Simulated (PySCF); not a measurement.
CH₈FNOSi₂, SMILES N[SiH2][Si@@H](O)CF.

Geometry: PBE0-D3(BJ)/def2-SVP. The structure was generated by enumeration; whether it is a known compound was not checked. The values are those of a single conformer.

Two levels are set side by side: PBE/def2-TZVP (PySCF) and ωB97X/def2-TZVP (PySCF). Same geometry, gas phase. Differences are taken from unrounded values.

| quantity | ωB97X |
|---|---|
| orbital gap (eV) | 10.71 |
| highest occupied level (eV) | -9.20 |
| lowest empty level (eV) | 1.51 |
| dipole moment (D) | 3.05 |
| mean polarisability (bohr³) | 76.3 |

Question: What does PBE give, and how far is it from ωB97X? (The exact figures need the calculation; the answer reports its results.)

Answer: 
```
quantity                       PBE  PBE minus ωB97X
---------------------------  -----  ---------------
orbital gap (eV)              4.19            -6.52
highest occupied level (eV)  -5.60             3.59
lowest empty level (eV)      -1.41            -2.92
dipole moment (D)             2.85            -0.20
mean polarisability (bohr³)   81.6              5.3
```

Without exact exchange PBE keeps part of each electron's self-repulsion, which lifts occupied levels and narrows the gap. Loosely held outer electrons make PBE densities more polarisable. Differences between two approximate levels are no errors against the true value.

Rough cost on one machine, each run with all the roots and properties that it gave: ωB97X against PBE within a factor of 2.
